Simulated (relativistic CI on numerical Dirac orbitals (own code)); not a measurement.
**In²⁵⁺: sensitivity of the levels to the model**

Base calculation: Dirac-Coulomb-Breit CI, separate exchange-only KLI orbitals for each configuration, model QED, unscaled Slater integrals.

CI space (outside the closed core [Ne]): 3s2 3p6 3d6, 3s2 3p5 3d7, 3s2 3p4 3d8, 3s 3p6 3d7, 3p6 3d8, 3s 3p5 3d8, 3s2 3p6 3d5 4s, 3s2 3p6 3d5 4p, 3s2 3p6 3d5 4d, 3s2 3p4 3d7 4s, 3s2 3p6 3d5 4f, 3s2 3p5 3d6 4s, 3s2 3p6 3d4 4s2, 3s2 3p6 3d5 5s, 3s 3p6 3d6 4s, 3s2 3p6 3d5 5p. Levels of other configurations are missing.

Variants: (1) P86 correlation estimate; (2) QED terms removed; (3) Breit term removed. Shifts of the energy above 3s2 3p6 3d6 5D_4, in cm⁻¹, for the lowest level and the first level of each name with at least 55 % of one term (blank where a level changes its place among those of its configuration and J or its character, or is not in the variant):

```csv
Level,Base,Δ(1),Δ(2),Δ(3)
3s2 3p6 3d6 5D_4,0.0,0.0,0.0,0.0
3s2 3p6 3d6 5D_3,43622.3,-0.8,-167.8,+1018.5
3s2 3p6 3d6 5D_0,58795.3,+2.5,-122.0,-572.0
3s2 3p6 3d6 5D_1,60390.1,+0.8,-178.8,+171.6
3s2 3p6 3d6 3H_6,114287.1,-4.4,-131.7,+4233.8
3s2 3p6 3d6 3F_2,136284.5,+4.2,-148.6,+805.0
3s2 3p6 3d6 1S_0,160057.1,+6.5,-235.3,+498.2
3s2 3p6 3d6 3G_4,176964.5,+0.8,-236.4,+3177.3
3s2 3p6 3d6 3D_1,176994.1,+3.7,-213.7,+492.2
3s2 3p6 3d6 3D_2,178145.8,+5.0,-194.4,+1349.5
3s2 3p6 3d6 3D_3,193615.2,+2.7,-258.1,+2147.2
3s2 3p6 3d6 3G_3,200052.3,+0.9,-323.1,+3294.8
3s2 3p6 3d6 1I_6,205872.7,-5.6,-317.1,+6506.0
3s2 3p6 3d6 3P_0,211470.3,+8.5,-72.7,-864.4
```

At this charge energies of transitions that change n are usually good to better than 1 %, and those within a shell (Δn = 0) to a few per cent. Terms inside the open d or f shell come out 10 to 20 % too wide with unscaled integrals.

Ionisation energy from the two ground configurations alone: base 1327.36 eV; P86 correlation estimate 1329.31 eV; Breit term removed 1327.79 eV. The NIST ASD value (theoretical) is 1328 eV.

LS names give the leading component of a level, which can be under half, so a name can repeat, a term be missing and a line seem to break the LS rules.
